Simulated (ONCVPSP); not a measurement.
# An all-electron radial function and its pseudo partner (Ti)

Columns: radius, all-electron u(r) and pseudo u(r) of the 3p shell (level -38.86 eV) of titanium in the configuration [Ne] 3s2 3p6 3d2 4s2; PBE, scalar-relativistic, ONCV scheme, ONCVPSP 4.0.1.

| r (bohr) | all-electron | pseudo |
| --- | --- | --- |
| 0.123 | -0.4686 | 0.0537 |
| 0.245 | -0.4269 | 0.2001 |
| 0.368 | -0.0033 | 0.4067 |
| 0.490 | 0.4391 | 0.6252 |
| 0.613 | 0.7673 | 0.8163 |
| 0.735 | 0.9554 | 0.9477 |
| 0.858 | 1.0291 | 1.0104 |
| 0.980 | 1.0211 | 1.0084 |
| 1.103 | 0.9623 | 0.9570 |
| 1.225 | 0.8770 | 0.8756 |
| 1.348 | 0.7796 | 0.7795 |
| 1.470 | 0.6818 | 0.6818 |
| 1.593 | 0.5880 | 0.5880 |
| 1.715 | 0.5029 | 0.5028 |
| 1.838 | 0.4263 | 0.4262 |
| 1.960 | 0.3597 | 0.3597 |
| 2.083 | 0.3017 | 0.3017 |
| 2.205 | 0.2525 | 0.2525 |
| 2.328 | 0.2105 | 0.2105 |
| 2.450 | 0.1753 | 0.1753 |
| 2.573 | 0.1455 | 0.1455 |
| 2.695 | 0.1207 | 0.1207 |
| 2.818 | 0.0999 | 0.0999 |
| 2.940 | 0.0827 | 0.0827 |
| 3.063 | 0.0682 | 0.0682 |
| 3.185 | 0.0563 | 0.0563 |

**Question.** How many radial nodes do the two functions have?

**Answer.** The all-electron 3p function has n − l − 1 = 1; the pseudo-wave has 0, since the states of the same l below it are removed with the core.

**Question.** At about which radius was the pseudo-wave matched?

**Answer.** 1.70 bohr. The columns agree to 0.0005 from 1.35 bohr on; several derivatives are matched, so the curves merge somewhat inside the radius.

**Question.** Where does each function peak?

**Answer.** Outermost all-electron maximum near 0.86 bohr, pseudo maximum near 0.86 bohr (to the table’s step).

**Question.** Is the pseudo-wave norm-conserving?

**Answer.** Yes: the ONCV scheme keeps the norm inside the radius equal to the all-electron one, which fixes the energy derivative of the logarithmic derivative at the level.
